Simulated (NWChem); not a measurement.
Species: C₂H₆OSi₂; SMILES O[SiH2]C#C[SiH3]

```xyz
11

O     -2.7598    -0.0146     0.9342
Si    -1.9018    -0.5104    -0.3992
C     -0.1222    -0.0574    -0.2499
C      1.0632     0.2306    -0.1340
Si     2.8413     0.6586     0.0383
H     -2.4353    -0.3024     1.7924
H     -2.4981     0.1912    -1.5623
H     -1.9591    -1.9900    -0.5888
H      3.0972     1.1346     1.4282
H      3.1915     1.7345    -0.9323
H      3.6707    -0.5503    -0.2338
```
Atoms are numbered in this order, from 1.

Computed with NWChem. Pople sets run with spherical d functions. Coordinates come from a PBE0/def2-SVP optimisation. GIAO values for the isolated, static molecule; σ is the absolute isotropic shielding, δ = σ(reference) − σ with the isolated reference molecule computed at the same levels (13C: tetramethylsilane, 1H: tetramethylsilane, 17O: water, 29Si: tetramethylsilane).

| level | δ O1 (ppm) | δ Si2 (ppm) | δ C3 (ppm) | δ C4 (ppm) | δ H6 (ppm) | δ H7 (ppm) | δ H8 (ppm) |
|---|---|---|---|---|---|---|---|
| B3LYP/6-31G* | ? | ? | ? | ? | ? | 4.95 | ? |
| PBE0/pcSseg-1 | 21.7 | -48.2 | 121.3 | 112.0 | 0.80 | 4.80 | 4.99 |
| PBE/pcSseg-1 | 28.4 | -50.8 | 119.5 | 108.4 | 0.58 | 4.98 | 5.27 |
| Hartree-Fock/6-31G* | 4.3 | -35.9 | 112.8 | 106.2 | 1.15 | 4.79 | 4.80 |

Problem. What belongs in the gaps?

Solution. 
- B3LYP/6-31G*, δ O1 (ppm): 13.8
- B3LYP/6-31G*, δ Si2 (ppm): -30.5
- B3LYP/6-31G*, δ C3 (ppm): 107.6
- B3LYP/6-31G*, δ C4 (ppm): 97.2
- B3LYP/6-31G*, δ H6 (ppm): 0.50
- B3LYP/6-31G*, δ H8 (ppm): 5.07
